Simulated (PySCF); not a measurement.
H7Si3, SMILES [SiH2]([SiH3])[SiH2], multiplicity 2.

Geometry: ωB97X-D3(BJ)/def2-SVP. The isomer is the one that the SMILES or the coordinates give; other isomers of the formula were not compared.

Two levels are set side by side: PBE/def2-TZVPD (PySCF) and M06-2X/def2-TZVPD (PySCF). Same geometry, gas phase. Differences are taken from unrounded values.

| quantity | PBE |
|---|---|
| α-spin orbital gap (eV) | 4.04 |
| β-spin orbital gap (eV) | 3.38 |
| dipole moment (D) | 0.15 |
| mean polarisability (bohr³) | 101.0 |

### Question
These are the PBE values. What does M06-2X give? (Estimate from the structure and the level; the computed values follow.)

### Answer

| quantity | M06-2X | PBE minus M06-2X |
|---|---|---|
| α-spin orbital gap (eV) | 7.31 | -3.27 |
| β-spin orbital gap (eV) | 6.30 | -2.92 |
| dipole moment (D) | 0.14 | 0.02 |
| mean polarisability (bohr³) | 96.3 | 4.7 |

PBE's more diffuse valence density responds more strongly to a field. Differences between two approximate levels are no errors against the true value.

Rough cost on one machine, each run with all the roots and properties that it gave: M06-2X against PBE within a factor of 2.
